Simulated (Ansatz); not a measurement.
CH10BNSi2 (`BN(C)[SiH2][SiH3]`), 15 atoms. Charge 0, multiplicity 1. All runs use 4 threads of an Arm Neoverse V1 on a shared host. Correlated methods freeze the cores.

**Question.** How many basis functions does each run have, and how long does it take in Ansatz? RKS ωB97M-V/def2-QZVPP energy; RKS PBE0-D4/def2-TZVP relaxation (7 steps); RHF-MP2/def2-QZVPP energy; RKS PBE-QIDH (frozen core)/def2-TZVPP energy; RKS PBE0-D4/def2-QZVPP energy; direct RPA on PBE orbitals/def2-TZVPP energy; RHF-CCSD(T)/def2-SVP energy; RKS PBE0-D4/def2-SVP energy; RKS PBE-D4/def2-TZVPP energy and forces; RKS B2PLYP (frozen core)/def2-TZVPP energy; RHF-CCSD(T)/def2-TZVPP energy; RKS PBE0-D4/def2-TZVP frequencies. (Estimate.)

**Answer.** The calculation gave: Other jobs shared the machine, so times are rough.

| level | job | functions | wall time | peak host memory (GiB) |
| --- | --- | --- | --- | --- |
| RKS PBE0-D4/def2-SVP | energy | 128 | 1.6 s | 0.67 |
| RKS PBE-D4/def2-TZVPP | energy and forces | 317 | 3.7 s | 0.5 |
| RKS B2PLYP (frozen core)/def2-TZVPP | energy | 317 | 8.5 s | 1 |
| RHF-CCSD(T)/def2-SVP | energy | 128 | 8.5 s | 0.75 |
| direct RPA on PBE orbitals/def2-TZVPP | energy | 317 | 8.5 s | 0.95 |
| RKS PBE-QIDH (frozen core)/def2-TZVPP | energy | 317 | 9 s | 1 |
| RKS PBE0-D4/def2-QZVPP | energy | 611 | 16 s | 2.6 |
| RKS ωB97M-V/def2-QZVPP | energy | 611 | 32 s | 3.2 |
| RKS PBE0-D4/def2-TZVP | relaxation (7 steps) | 227 | 34 s | 0.69 |
| RHF-MP2/def2-QZVPP | energy | 611 | 40 s | 5.3 |
| RKS PBE0-D4/def2-TZVP | frequencies | 227 | 4.5 min | 0.78 |
| RHF-CCSD(T)/def2-TZVPP | energy | 317 | 18 min | 4.4 |
